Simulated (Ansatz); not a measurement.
```yaml
crystal:
  periodic: [false, false, false]
  atoms:
    - {symbol: C, position_ang: [-1.815796, -0.097163, 1.572334]}
    - {symbol: S, position_ang: [-1.151970, -0.634626, -0.052982]}
    - {symbol: C, position_ang: [-0.640224, -2.268626, 0.490112]}
    - {symbol: Cr, position_ang: [0.697898, 0.654042, -0.736312]}
    - {symbol: C, position_ang: [-0.094039, 2.269342, 0.015150]}
    - {symbol: O, position_ang: [-0.544152, 3.173494, 0.405368]}
    - {symbol: C, position_ang: [1.484153, -0.824175, -1.573418]}
    - {symbol: O, position_ang: [2.063261, -1.706673, -1.955340]}
    - {symbol: C, position_ang: [1.472448, 0.314709, 0.998734]}
    - {symbol: O, position_ang: [1.971826, 0.168120, 1.961447]}
    - {symbol: C, position_ang: [2.148303, 1.696933, -1.221998]}
    - {symbol: O, position_ang: [2.972704, 2.339235, -1.572483]}
    - {symbol: C, position_ang: [-0.159629, 0.983133, -2.411221]}
    - {symbol: O, position_ang: [-0.724062, 1.202021, -3.415580]}
    - {symbol: H, position_ang: [-2.229030, 0.955047, 1.445536]}
    - {symbol: H, position_ang: [-2.660260, -0.667419, 1.903818]}
    - {symbol: H, position_ang: [-0.987175, 0.002266, 2.270487]}
    - {symbol: H, position_ang: [-0.232207, -2.796579, -0.480357]}
    - {symbol: H, position_ang: [-1.504568, -2.827985, 0.836321]}
    - {symbol: H, position_ang: [0.122703, -2.181673, 1.224748]}
basis:
  gaussian: {orbitals: "6-31G*"}
magnetization: {spin_polarized: true, initial_magnetization: 6}
hamiltonian: {xc: {name: PBE}}
output: {forces: true}
```

```sh
$ ansatz run in.yaml --threads 11 --pin off --events-out ev --progress --plain --max-ram 110592MiB --backend cpu
```

Output, abridged:

```
Functional definition: PBE
2655 factors; their error is unknown
mean field evaluation 1: about -56789.4160 eV, gradient 6.3e1 eV
mean field evaluation 2: about -56736.8515 eV, gradient 1.2e2 eV
mean field evaluation 4: about -56792.4406 eV, gradient 6.6e1 eV
mean field evaluation 8: about -56801.1750 eV, gradient 3.5e1 eV
mean field evaluation 16: about -56807.9340 eV, gradient 1.2e-2 eV
mean field evaluation 128: about -56807.9232 eV, gradient 1.0e-1 eV
mean field -56807.93399017 eV, -2087.6530683380 hartree, gradient 3.0e-6 eV, S^2 12.012165; 10 other end points of the search recorded, 0 dependent functions left out
reference -56807.93407363 eV, -2087.6530714054 hartree; 67, 61 occupied and 180, 186 virtual orbitals, 2655 factors
Total energy: -56807.93407363 eV, -2087.6530714054 hartree
Atom 0 at    -1.815796    -0.097163     1.572334 Å, force    -0.267524     2.415838    -0.854181 eV/Å
Atom 1 at    -1.151970    -0.634626    -0.052982 Å, force    -2.497387    -0.983960     0.847529 eV/Å
Atom 2 at    -0.640224    -2.268626     0.490112 Å, force     0.143055    -1.305934    -2.983418 eV/Å
Atom 3 at     0.697898     0.654042    -0.736312 Å, force     0.700715    -1.375242    -0.127064 eV/Å
Atom 4 at    -0.094039     2.269342     0.015150 Å, force     3.584444    -8.103911    -3.157341 eV/Å
Atom 5 at    -0.544152     3.173494     0.405368 Å, force    -5.216718    11.002107     4.455757 eV/Å
Atom 6 at     1.484153    -0.824175    -1.573418 Å, force    -3.604358     3.561017     0.251471 eV/Å
Atom 7 at     2.063261    -1.706673    -1.955340 Å, force     4.132126    -5.714548    -2.169665 eV/Å
Atom 8 at     1.472448     0.314709     0.998734 Å, force    -4.433369     0.360608    -6.255833 eV/Å
Atom 9 at     1.971826     0.168120     1.961447 Å, force     5.422471    -0.955205     9.162448 eV/Å
Atom 10 at     2.148303     1.696933    -1.221998 Å, force    -3.574186    -3.279798     2.823884 eV/Å
Atom 11 at     2.972704     2.339235    -1.572483 Å, force     6.781397     5.527244    -3.439215 eV/Å
Atom 12 at    -0.159629     0.983133    -2.411221 Å, force    -1.502126     0.626108    -0.748648 eV/Å
Atom 13 at    -0.724062     1.202021    -3.415580 Å, force    -0.079825    -0.051387    -1.633773 eV/Å
Atom 14 at    -2.229030     0.955047     1.445536 Å, force     0.451055    -0.819868    -0.085549 eV/Å
Atom 15 at    -2.660260    -0.667419     1.903818 Å, force    -0.456551    -0.949339     0.389681 eV/Å
Atom 16 at    -0.987175     0.002266     2.270487 Å, force     0.208843    -0.330399     0.518848 eV/Å
Atom 17 at    -0.232207    -2.796579    -0.480357 Å, force    -0.535960     0.735645     1.770136 eV/Å
Atom 18 at    -1.504568    -2.827985     0.836321 Å, force    -0.282667    -0.277630     0.251312 eV/Å
Atom 19 at     0.122703    -2.181673     1.224748 Å, force     1.026564    -0.081346     0.983622 eV/Å
Dipole moment:    -0.344276    -0.438613     0.792253 e Å
```

In this input the spin is set far too high for this molecule. The calculation finished and met its thresholds. The result belongs to that input, not to the molecule as meant.
